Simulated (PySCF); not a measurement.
## EPR parameters of C4HF2O2

Species: C4HF2O2 (doublet state).
Structure used (GFN2-xTB), in Å, numbered top down from 1:
```
atom  x, y, z in Å
O1     1.9721    1.0935   -1.2361
C2     1.5741    0.4153   -0.3210
O3     2.3665   -0.1276    0.6151
C4     0.2012    0.0977   -0.1097
C5    -1.0016   -0.1238   -0.0025
C6    -2.3126   -0.3872    0.1420
F7    -3.2562    0.0540   -0.6684
F8    -2.8214   -1.1221    1.1144
H9     3.2915    0.1062    0.4409
```

The hyperfine couplings belong to this conformer and change with its torsions.

As a line formula: `O=C(O)C#C[C](F)F` [radical].

Computed, not measured: UKS B3LYP, pcH-1 on C F H O, non-relativistic, mean-field spin-orbit, GIAO in PySCF 2.14.0. One conformer (not necessarily the lowest) at the GFN2-xTB geometry, without solvent, vibrations or thermal averaging. The geometry wasn't refined by DFT: couplings that depend on bond lengths, twists or pyramidal angles can differ widely from those at the functional's own minimum. No stability test was run, so a lower SCF solution isn't excluded.

```json
{
 "g1, g2, g3": "2.00193, 2.00487, 2.00531",
 "g_iso": "2.00403",
 "Form of g": "close to axial: the two nearest values differ by 13 % of g3 − g1",
 "⟨S²⟩": "0.7678 (exact 0.7500)",
 "HOMO–LUMO gap, α and β orbitals": "5.22, 4.60 eV",
 "Basis functions": "210"
}
```

Hyperfine couplings atom by atom, in MHz; T1 to T3 are the principal values of the dipolar part; ρ(0) is the spin density at the nucleus:

```csv
atom,isotope,a_iso,T1,T2,T3,Mulliken spin population,ρ(0) (bohr⁻³)
O1,17O,-8.0,-34.6,16.9,17.7,0.11,0.0131
C2,13C,-24.8,-2.4,0.0,2.3,-0.04,-0.0221
O3,17O,0.8,-4.9,1.9,3.0,0.01,-0.0013
C4,13C,40.8,-41.5,-31.2,72.6,0.49,0.0363
C5,13C,-67.7,-17.1,-2.2,19.4,-0.20,-0.0603
C6,13C,61.7,-59.3,-59.2,118.5,0.54,0.0548
F7,19F,96.6,-184.1,-153.2,337.4,0.04,0.0230
F8,19F,95.9,-183.2,-152.1,335.3,0.04,0.0228
H9,1H,-1.9,-1.7,-1.5,3.2,0.00,-0.0004
```

The largest Mulliken spin populations are on C6 (+0.54), C4 (+0.49), C5 (-0.20) and O1 (+0.11). The positive populations add up to 1.24 and the negative ones to -0.24, together 2S = 1. The angles at C6 add up to 360.0°, so it is planar.

The SMILES `O=C(O)C#C[C](F)F` draws the unpaired electron on C6, whose computed spin population is only +0.54.

Axes: g1 is normal to the molecular plane and g2 points within 3° of the C4–C5 bond.

Under fast tumbling the dipolar parts average out, and these isotropic splittings remain: 1 × 19F (F7, I = 1/2, 2 lines) with 3.44 mT, 1 × 19F (F8, I = 1/2, 2 lines) with 3.42 mT and 1 × 1H (H9, I = 1/2, 2 lines) with 0.07 mT.

F7 and F8 aren't averaged: C6 is flat or nearly so (angle sum 360°), and its turn about the short C6–C5 bond (1.34 Å) is taken as slow.

The 17O coupling of O1 (-8.0 MHz) shows only in satellite lines or after enrichment, since that isotope makes up about 0.038 % of natural oxygen.

The 13C coupling of C5 (-67.7 MHz) shows only in satellite lines or after enrichment, since that isotope makes up about 1.07 % of natural carbon.

β density exceeds α density at some nuclei, such as C5 (-0.0603), C2 (-0.0221) and O3 (-0.0013), spin density in bohr⁻³. In a single determinant that takes different orbitals for the two spins, that is spin polarisation.
